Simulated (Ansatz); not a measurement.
Geometry optimisation, RKS PBE/def2-SVP in Ansatz.

The input (input.yaml):

```yaml
crystal:
  periodic: [false, false, false]
  atoms:
    - { symbol: Ge, position_ang: [-0.076398, -0.027949, -0.96972] }
    - { symbol: C, position_ang: [1.473064, 0.045702, 1.787747] }
    - { symbol: H, position_ang: [0.390029, -0.159268, 1.65609] }
    - { symbol: H, position_ang: [1.918309, -0.792168, 2.35616] }
    - { symbol: H, position_ang: [1.584262, 0.99485, 2.343406] }
    - { symbol: H, position_ang: [2.007219, 0.128732, 0.819146] }
    - { symbol: H, position_ang: [-0.995565, 1.026062, -0.158515] }
    - { symbol: Cl, position_ang: [-1.404019, -1.762661, -0.576214] }
basis:
  gaussian: { orbitals: def2-SVP }
hamiltonian:
  xc: pbe
relax:
  f_tol: 0.03
  max_steps: 50
output:
  orbitals: {}
```

Run as:

```bash
$ ansatz run input.yaml --threads 2 --pin off --max-ram 3072MiB --backend cpu --events-out ev --progress --plain --runs-dir out
```

Question: Where does it end, and by what steps?

Answer: The forces met the threshold. The force dipped under the threshold on the way, but the program's further checks kept it going. After 8 steps the energy has fallen by 0.018 eV; H3 moved furthest, 0.42 Å.

```tsv
step	energy less start (eV)	largest force component (eV/Å)	accepted
0	0.0000	0.117	yes
1	-0.0039	0.238	yes
2	-0.0081	0.135	yes
3	-0.0133	0.158	yes
4	-0.0034	0.217	no
5	-0.0169	0.049	yes
6	-0.0180	0.015	yes
7	-0.0183	0.033	yes
8	-0.0184	0.027	yes
```

```xyz
8
Properties=species:S:1:pos:R:3
Ge 0.004 -0.031 -1.069
C 1.406 -0.007 1.814
H 0.418 -0.498 1.897
H 2.177 -0.642 2.289
H 1.375 0.990 2.291
H 1.697 0.116 0.744
H -0.785 1.155 -0.290
Cl -1.395 -1.631 -0.418
```

Whether the end is a true minimum wasn't checked by a vibrational analysis.

Time of the run: 6.5 s on 2 threads of Intel(R) Xeon(R) 6975P-C (Granite Rapids), with other jobs on the host, peak memory 0.14 GiB.
